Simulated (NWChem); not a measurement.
# KOH; SMILES [OH][K]

```xyz
3

K     -0.1062    -0.8193     0.0000
O      0.2199     1.3872     0.0000
H      0.3608     2.3416     0.0000
```
Atoms are numbered in this order, from 1.

Structure relaxed at the B3LYP/6-31G* (spherical d) level.

Q: List the 6 lowest vertical singlet excitations from B3LYP/6-31+G* (spherical d), TDA (NWChem).

A: 
```tsv
state	energy (eV)	oscillator strength	leading excitation (squared amplitude)
S1	2.47	0.008	HOMO−1 → LUMO (0.99)
S2	2.47	0.008	HOMO → LUMO (0.99)
S3	3.92	0.000	HOMO−1 → LUMO+1 (0.45)
S4	3.95	0.000	HOMO−1 → LUMO+2 (0.33)
S5	3.95	0.000	HOMO → LUMO+2 (0.33)
S6	4.14	0.042	HOMO−1 → LUMO+4 (0.58)
```
